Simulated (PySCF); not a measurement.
The PySCF input:
```python
from pyscf import gto, scf
from pyscf.prop import polarizability

mol = gto.M(
    atom='''
B    -0.071047   -0.020907    0.505902
F    -0.438169   -0.687479    1.584120
F     0.326608    1.214238    0.749074
C    -0.104421   -0.634744   -0.917439
C     0.264329    0.031348   -2.009890
H    -0.445875   -1.656961   -1.020751
H     0.235439   -0.409622   -2.993419
H     0.610265    1.050660   -1.950103
''',
    basis='6-31g',
    charge=0,
    spin=0,
    verbose=4,
)

mf = scf.RHF(mol)
mf.kernel()
alpha = mf.Polarizability().polarizability()[2, 2]
print('alpha_zz =', alpha)
```

What does this run give for the HOMO-LUMO gap, polarisability along z, total energy, HOMO energy, nuclear repulsion energy, Mulliken (on the basis functions themselves) charges in atom order?


The HOMO-LUMO gap is 13.54 eV and the polarisability along z is 40.0 bohr³. The total energy is -301.0652 Eh, the HOMO energy comes out as -11.14 eV and the nuclear repulsion energy comes out as 151.1691 Eh. The Mulliken (on the basis functions themselves) charges in atom order is B1 1.04, F2 -0.43, F3 -0.43, C4 -0.47, C5 -0.29, H6 0.20, H7 0.19, H8 0.20.
